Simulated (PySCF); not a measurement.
Delta-SCF ions had no search for a lower state. Excitations are Tamm–Dancoff values on a coarser integration grid. The basis has no diffuse functions, so Rydberg states are missing or too high.

Cartesian coordinates (Å):
```xyz
8

C     -1.1041    -0.8352    -0.1228
C     -0.5436     0.3084     0.2882
Al     1.3394     0.6534    -0.0253
H     -2.1547    -1.0693     0.0315
H     -0.5311    -1.6005    -0.6393
H     -1.1979     1.0147     0.7974
H      2.1645    -0.4689    -0.7762
H      2.0274     1.9974     0.4465
```
Charge 0, spin multiplicity 1.

Question: What is the computed T1 excitation (TDA), vertical ionisation energy (Delta-SCF) and S1 excitation (TDA) (TPSSh-D3(BJ)/def2-TZVP // B3LYP-D3(BJ)/def2-TZVP (PySCF 2.14.0))?

Answer: 
```
Property                                   Value
--------------------------------------  --------
T1 excitation (TDA)                      3.93 eV
vertical ionisation energy (Delta-SCF)  10.13 eV
S1 excitation (TDA)                      4.92 eV
```
